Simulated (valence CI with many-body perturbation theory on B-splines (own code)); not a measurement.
**Rh³¹⁺: calculated level list**

Level of theory: valence CI with perturbative core correlation (CI+MBPT): four valence electrons over a frozen Dirac-Fock core [Ne], a basis of 11 s, 11 p, 9 d, 7 f, 5 g, 2 h, 1 i functions for each j, with the one-electron correlation potential Σ1, the two-electron term Σ2, the three-electron term Σ3, Breit, model QED; selected CI, second order for the rest (own B-spline code, finite nucleus).

The last digits are not significant, and no measured levels were compared; by estimate large intervals hold to a few tenths of a per cent, small ones and those within an open d or f shell to about a per cent.

Levels 1 to 45 of 71, with energies above the lowest level, (3s^2 3p1/2^2) J=0. "Leading %" is the weight of the configuration and term that name the level; weights of strongly mixed levels are sums over their largest components and can fall short. In the jj column 3d3/2^4 stands for four electrons in 3d with j = 3/2. Lifetimes count E1, E2, E3, M1 and M2 decay at the calculated energies, and are blank where another channel may lead or the interval is too uncertain; long ones can be off by a factor of two.

```
No.  Configuration  Term  J  E (eV)  Leading %      g  Lifetime                   Leading jj
  1        3s2 3p2    3P  0    0.00         76                           3s^2 3p1/2^2 (97 %)
  2        3s2 3p2    3P  1   28.98         98  1.497   5.62 μs      3s^2 3p1/2 3p3/2 (98 %)
  3        3s2 3p2    1D  2   33.89         54  1.221   1.37 ms      3s^2 3p1/2 3p3/2 (97 %)
  4        3s2 3p2    3P  2   66.49         54  1.272   2.58 μs          3s^2 3p3/2^2 (96 %)
  5        3s2 3p2    1S  0   77.74         75          1.35 μs          3s^2 3p3/2^2 (96 %)
  6         3s 3p3   5S°  2  104.27         59  1.751    293 ps      3s 3p1/2^2 3p3/2 (81 %)
  7         3s 3p3   3D°  1  120.37         51  0.861   30.6 ps      3s 3p1/2^2 3p3/2 (74 %)
  8         3s 3p3   3D°  2  131.84         49  1.429    178 ps      3s 3p1/2 3p3/2^2 (78 %)
  9         3s 3p3   3D°  3  139.81         84  1.322    201 ps      3s 3p1/2 3p3/2^2 (84 %)
 10      3s2 3p 3d   3F°  2  142.56         48  0.871    618 ps      3s^2 3p1/2 3d3/2 (79 %)
 11         3s 3p3   3P°  0  150.68         90          32.1 ps      3s 3p1/2 3p3/2^2 (90 %)
 12         3s 3p3   3P°  1  153.57         53  1.272   14.9 ps      3s 3p1/2 3p3/2^2 (72 %)
 13      3s2 3p 3d   3F°  2  157.74         39  0.976   24.5 ps      3s 3p1/2 3p3/2^2 (41 %)
 14      3s2 3p 3d   3F°  3  162.44         78  1.106   33.6 ps      3s^2 3p1/2 3d5/2 (75 %)
 15         3s 3p3   3S°  1  164.08         27  1.296   4.15 ps      3s 3p1/2 3p3/2^2 (42 %)
 16      3s2 3p 3d   3D°  2  168.88         29  1.308   6.99 ps      3s^2 3p1/2 3d5/2 (61 %)
 17      3s2 3p 3d   3D°  1  169.75         22  1.043   4.52 ps      3s^2 3p1/2 3d3/2 (51 %)
 18      3s2 3p 3d   3P°  2  177.60         32  1.299   33.6 ps            3s 3p3/2^3 (45 %)
 19      3s2 3p 3d   3F°  4  187.63         98  1.247   6.28 μs      3s^2 3p3/2 3d5/2 (98 %)
 20      3s2 3p 3d   3P°  1  192.37         33  1.182   4.38 ps      3s^2 3p3/2 3d3/2 (66 %)
 21      3s2 3p 3d   3D°  2  193.68         44  1.061   3.61 ps      3s^2 3p3/2 3d3/2 (73 %)
 22      3s2 3p 3d   3D°  3  194.90         54  1.216   4.94 ps      3s^2 3p3/2 3d3/2 (61 %)
 23      3s2 3p 3d   3P°  0  195.14         89          5.06 ps      3s^2 3p3/2 3d3/2 (89 %)
 24      3s2 3p 3d   3P°  1  203.96         32  1.338   5.69 ps            3s 3p3/2^3 (47 %)
 25      3s2 3p 3d   3P°  2  205.96         30  1.275   5.27 ps      3s^2 3p3/2 3d5/2 (54 %)
 26      3s2 3p 3d   1F°  3  209.77         70  1.091   5.58 ps      3s^2 3p3/2 3d5/2 (72 %)
 27      3s2 3p 3d   1P°  1  218.48         54  0.982   4.63 ps      3s^2 3p3/2 3d5/2 (57 %)
 28      3s 3p2 3d    5F  1  220.74         68  0.268    153 ps      3s 3p1/2^2 3d3/2 (81 %)
 29      3s 3p2 3d    5F  2  222.40         34  1.225    142 ps      3s 3p1/2^2 3d3/2 (67 %)
 30            3p4    3P  2  230.55         30  1.245   28.7 ps       3p1/2^2 3p3/2^2 (42 %)
 31      3s 3p2 3d    5F  3  232.47         39  1.371   51.5 ps      3s 3p1/2^2 3d5/2 (70 %)
 32      3s 3p2 3d    5D  0  242.60         38          35.3 ps  3s 3p1/2 3p3/2 3d3/2 (58 %)
 33      3s 3p2 3d    5D  1  244.87         59  1.289    213 ps  3s 3p1/2 3p3/2 3d3/2 (91 %)
 34      3s 3p2 3d    3F  2  245.07         43  1.029   82.6 ps  3s 3p1/2 3p3/2 3d3/2 (75 %)
 35      3s 3p2 3d    5F  3  247.18         42  1.241   76.9 ps  3s 3p1/2 3p3/2 3d3/2 (76 %)
 36      3s 3p2 3d    5D  0  247.79         53          20.8 ps  3s 3p1/2 3p3/2 3d3/2 (46 %)
 37      3s 3p2 3d    5F  4  249.70         77  1.350   1.11 ns  3s 3p1/2 3p3/2 3d5/2 (76 %)
 38      3s 3p2 3d    3F  2  250.16         21  1.068   16.7 ps  3s 3p1/2 3p3/2 3d3/2 (28 %)
 39      3s 3p2 3d    5D  4  253.35         44  1.342    544 ps  3s 3p1/2 3p3/2 3d5/2 (47 %)
 40      3s 3p2 3d    3P  1  257.81         35  1.447   29.7 ps  3s 3p1/2 3p3/2 3d5/2 (50 %)
 41            3p4    1D  2  258.51         22  1.238   34.9 ps  3s 3p1/2 3p3/2 3d5/2 (59 %)
 42      3s 3p2 3d    5F  5  259.25         74  1.344    367 ps  3s 3p1/2 3p3/2 3d5/2 (83 %)
 43      3s 3p2 3d    5P  3  259.94         51  1.401   9.59 ps  3s 3p1/2 3p3/2 3d5/2 (59 %)
 44      3s 3p2 3d    3F  2  262.84         47  0.958   9.04 ps  3s 3p1/2 3p3/2 3d3/2 (40 %)
 45      3s 3p2 3d    5P  2  265.21         58  1.631   5.69 ps  3s 3p1/2 3p3/2 3d3/2 (64 %)
```

The ionisation energy to 3s2 3p 2P°_1/2 of the next ion comes out as 1849.3 eV (NIST: 1851 ± 4 eV (semi-empirical)). All 71 levels together are meant to be complete up to 301.54 eV.
